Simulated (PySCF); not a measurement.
MoCl4H2, SMILES [Cl][MoH2]([Cl])([Cl])[Cl], multiplicity 1. Atoms are numbered in the order given.

```xyz
7

Mo     0.0000     0.0000    -0.0885
Cl     0.0000     2.2388    -0.4823
Cl     2.1874     0.0000     0.6811
Cl    -2.1874     0.0000     0.6811
Cl     0.0000    -2.2388    -0.4823
H      0.8039     0.0000    -1.5215
H     -0.8039     0.0000    -1.5215
```

Geometry optimised at B3LYP-D3(BJ)/def2-SVP. The multiplicity is an assumed one; no other spin state was optimised. The structure was generated by enumeration; whether it is a known compound was not checked. The def2 effective core potentials stand for the cores of Mo; spin–orbit coupling is left out.

All values below come from PBE/def2-TZVP (PySCF).

Symmetry labels are those of the subgroup C2v that the program uses (full group C2v).

Computed valence orbital energies around the gap with their symmetry:
| orbital | symmetry | energy (eV) |
|---|---|---|
| HOMO−7 | B2 | -9.46 |
| HOMO−6 | B1 | -9.37 |
| HOMO−5 | A1 | -8.82 |
| HOMO−4 | B1 | -8.26 |
| HOMO−3 | A1 | -8.21 |
| HOMO−2 | B2 | -8.14 |
| HOMO−1 | A2 | -7.87 |
| HOMO | B1 | -7.04 |
| LUMO | B2 | -5.69 |
| LUMO+1 | A2 | -5.55 |
| LUMO+2 | A1 | -4.06 |
| LUMO+3 | A1 | -2.30 |
